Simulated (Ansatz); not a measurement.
Born–Oppenheimer molecular dynamics of CH5ClZn (8 atoms, charge 0, multiplicity 1). It starts at the highest image of a converged band. Of that band: Neighbouring images differ by up to 1.8 eV, so the band resolves the path poorly. A vibrational analysis at the climbing image gives one clearly imaginary mode, 1592i cm⁻¹: a first-order saddle point.

Level of theory: UKS PBE0/def2-SVP (Ansatz).

| Property | Result |
| --- | --- |
| ensemble | NVE (velocity Verlet) |
| time step | 0.5 fs |
| steps asked | 200 |
| starting velocities drawn for | 100 K |
| seed | 4722 |

Frames 0.5 fs apart, positions in Å, forces in eV/Å.

Velocities at 20.0 fs (Å/ps):

```
Zn 0.46 3.50 0.85
H 26.42 -81.05 24.26
Cl -0.27 -1.38 -0.36
H 26.30 -102.87 17.72
C -5.21 2.02 -7.71
H -6.90 4.36 11.66
H 4.85 -4.68 13.51
H -8.87 -18.36 -17.96
```

```xyz
8
Properties=species:S:1:pos:R:3:forces:R:3 time_fs=20.0 energy_less_start_eV=-1.104 T=1524
Zn -0.621 -0.632 -0.757 -0.10 1.84 0.38
H 0.575 -2.408 0.361 0.18 1.15 0.35
Cl -2.120 -0.630 -2.315 0.32 -0.45 0.24
H 0.657 -1.616 0.559 -0.09 -1.68 -0.33
C 0.327 0.741 0.469 0.13 -0.18 -1.16
H -0.342 1.358 1.062 -0.73 -0.10 0.41
H 0.812 1.522 -0.173 0.11 -0.73 0.17
H 1.058 0.287 1.153 0.18 0.14 -0.06
8
Properties=species:S:1:pos:R:3:forces:R:3 time_fs=20.5 energy_less_start_eV=-1.160 T=1595
Zn -0.621 -0.630 -0.756 -0.12 1.83 0.36
H 0.589 -2.447 0.373 0.14 0.87 0.27
Cl -2.120 -0.631 -2.315 0.32 -0.45 0.24
H 0.670 -1.669 0.568 -0.07 -1.32 -0.25
C 0.324 0.742 0.465 -0.04 -0.23 -0.86
H -0.346 1.360 1.069 -0.57 -0.25 0.25
H 0.814 1.519 -0.166 0.16 -0.59 0.03
H 1.054 0.278 1.144 0.17 0.15 -0.03
8
Properties=species:S:1:pos:R:3:forces:R:3 time_fs=21.0 energy_less_start_eV=-1.210 T=1658
Zn -0.621 -0.628 -0.756 -0.14 1.82 0.33
H 0.603 -2.484 0.387 0.08 0.38 0.14
Cl -2.120 -0.632 -2.316 0.32 -0.46 0.24
H 0.683 -1.726 0.576 -0.02 -0.78 -0.12
C 0.322 0.743 0.461 -0.23 -0.30 -0.51
H -0.352 1.362 1.075 -0.38 -0.41 0.08
H 0.817 1.515 -0.159 0.23 -0.41 -0.12
H 1.050 0.269 1.135 0.15 0.15 -0.01
8
Properties=species:S:1:pos:R:3:forces:R:3 time_fs=21.5 energy_less_start_eV=-1.240 T=1697
Zn -0.621 -0.626 -0.756 -0.16 1.80 0.29
H 0.617 -2.521 0.400 0.00 -0.28 -0.04
Cl -2.120 -0.633 -2.316 0.32 -0.46 0.24
H 0.696 -1.784 0.583 0.05 -0.05 0.05
C 0.319 0.744 0.457 -0.43 -0.39 -0.16
H -0.358 1.362 1.083 -0.20 -0.55 -0.10
H 0.821 1.509 -0.152 0.29 -0.22 -0.28
H 1.047 0.261 1.125 0.12 0.16 0.01
8
Properties=species:S:1:pos:R:3:forces:R:3 time_fs=22.0 energy_less_start_eV=-1.247 T=1706
Zn -0.621 -0.624 -0.755 -0.19 1.78 0.25
H 0.630 -2.557 0.413 -0.10 -1.05 -0.24
Cl -2.120 -0.633 -2.316 0.33 -0.46 0.24
H 0.709 -1.843 0.591 0.13 0.76 0.24
C 0.316 0.745 0.453 -0.60 -0.50 0.18
H -0.365 1.361 1.089 -0.03 -0.67 -0.27
H 0.825 1.503 -0.146 0.36 -0.04 -0.43
H 1.044 0.253 1.116 0.10 0.17 0.02
8
Properties=species:S:1:pos:R:3:forces:R:3 time_fs=22.5 energy_less_start_eV=-1.237 T=1695
Zn -0.620 -0.622 -0.755 -0.21 1.76 0.21
H 0.644 -2.597 0.426 -0.18 -1.74 -0.42
Cl -2.120 -0.634 -2.316 0.33 -0.47 0.24
H 0.722 -1.900 0.599 0.21 1.51 0.42
C 0.314 0.746 0.448 -0.73 -0.61 0.48
H -0.373 1.359 1.096 0.12 -0.76 -0.41
H 0.830 1.497 -0.141 0.41 0.14 -0.56
H 1.041 0.245 1.107 0.06 0.18 0.04
8
Properties=species:S:1:pos:R:3:forces:R:3 time_fs=23.0 energy_less_start_eV=-1.229 T=1686
Zn -0.620 -0.620 -0.754 -0.24 1.73 0.17
H 0.657 -2.640 0.438 -0.24 -2.15 -0.53
Cl -2.120 -0.635 -2.316 0.33 -0.47 0.25
H 0.736 -1.953 0.608 0.25 1.96 0.52
C 0.310 0.746 0.444 -0.81 -0.72 0.71
H -0.380 1.355 1.101 0.24 -0.81 -0.53
H 0.836 1.491 -0.138 0.43 0.27 -0.65
H 1.038 0.238 1.098 0.03 0.19 0.06
8
Properties=species:S:1:pos:R:3:forces:R:3 time_fs=23.5 energy_less_start_eV=-1.240 T=1701
Zn -0.620 -0.618 -0.754 -0.27 1.70 0.12
H 0.670 -2.689 0.449 -0.25 -2.11 -0.52
Cl -2.120 -0.636 -2.316 0.33 -0.47 0.25
H 0.750 -2.002 0.619 0.25 1.96 0.51
C 0.307 0.747 0.440 -0.81 -0.80 0.87
H -0.386 1.349 1.105 0.32 -0.83 -0.61
H 0.843 1.486 -0.136 0.42 0.35 -0.69
H 1.035 0.232 1.089 0.01 0.19 0.08
8
Properties=species:S:1:pos:R:3:forces:R:3 time_fs=24.0 energy_less_start_eV=-1.272 T=1740
Zn -0.620 -0.616 -0.753 -0.30 1.67 0.07
H 0.682 -2.743 0.458 -0.20 -1.62 -0.41
Cl -2.120 -0.637 -2.316 0.33 -0.47 0.26
H 0.765 -2.045 0.630 0.19 1.50 0.39
C 0.304 0.747 0.436 -0.74 -0.85 0.93
H -0.391 1.340 1.107 0.36 -0.80 -0.65
H 0.851 1.481 -0.135 0.36 0.38 -0.68
H 1.033 0.226 1.081 -0.02 0.19 0.10
8
Properties=species:S:1:pos:R:3:forces:R:3 time_fs=24.5 energy_less_start_eV=-1.308 T=1786
Zn -0.620 -0.613 -0.753 -0.33 1.63 0.02
H 0.694 -2.800 0.467 -0.11 -0.86 -0.22
Cl -2.120 -0.638 -2.316 0.34 -0.47 0.26
H 0.781 -2.086 0.643 0.10 0.76 0.20
C 0.300 0.747 0.433 -0.59 -0.87 0.90
H -0.396 1.330 1.108 0.36 -0.73 -0.65
H 0.860 1.478 -0.136 0.26 0.35 -0.62
H 1.030 0.220 1.072 -0.04 0.19 0.12
8
Properties=species:S:1:pos:R:3:forces:R:3 time_fs=25.0 energy_less_start_eV=-1.332 T=1816
Zn -0.619 -0.611 -0.752 -0.36 1.59 -0.03
H 0.705 -2.860 0.474 -0.01 -0.04 -0.02
Cl -2.120 -0.639 -2.316 0.34 -0.47 0.27
H 0.796 -2.124 0.656 0.00 -0.03 0.00
C 0.297 0.747 0.429 -0.36 -0.88 0.79
H -0.400 1.319 1.108 0.32 -0.62 -0.62
H 0.870 1.475 -0.139 0.12 0.26 -0.52
H 1.027 0.215 1.064 -0.05 0.19 0.14
8
Properties=species:S:1:pos:R:3:forces:R:3 time_fs=25.5 energy_less_start_eV=-1.336 T=1822
Zn -0.619 -0.608 -0.752 -0.39 1.54 -0.09
H 0.717 -2.919 0.482 0.07 0.68 0.15
Cl -2.120 -0.640 -2.316 0.34 -0.47 0.27
H 0.812 -2.162 0.669 -0.09 -0.73 -0.18
C 0.293 0.747 0.426 -0.07 -0.87 0.61
H -0.403 1.305 1.106 0.24 -0.48 -0.54
H 0.879 1.473 -0.143 -0.05 0.15 -0.40
H 1.024 0.210 1.056 -0.05 0.18 0.16
```

Of the whole run (100 fs, mean temperature of the second half 2071 K): The conserved energy stayed within 0.21 meV per atom of its start (net change -0.043 meV per atom), so the integration is sound. The system heated up, since it started high on the potential surface and ran downhill. A run of 0.1 ps of so small a system gives no equilibrium averages. The orbitals stay closed-shell, which can raise the energy where a bond breaks towards radicals; this wasn't checked here.

Run time: 3.4 min on 2 threads of AMD EPYC 9R45 96-Core Processor (Zen 5), on a shared host, peak memory 0.28 GiB.
